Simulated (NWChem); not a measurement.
Species: MoNHSClF; SMILES [NH]=[Mo]([F])(=[S])[Cl]

def2 effective core potentials on Mo; no spin-orbit coupling.

Give the equilibrium geometry at PBE0/def2-SVP with def2 effective core potentials on Mo (NWChem) as an XYZ file, with the point group.

point group C1; any orientation.
```
6

Mo    -0.2719     0.0555    -0.0085
N     -1.1276     0.1052    -1.4767
H     -1.3421     0.4391    -2.4163
S      1.1444     1.6064    -0.0616
F     -1.4650     0.3276     1.3690
Cl     0.8185    -1.9284     0.0598
```
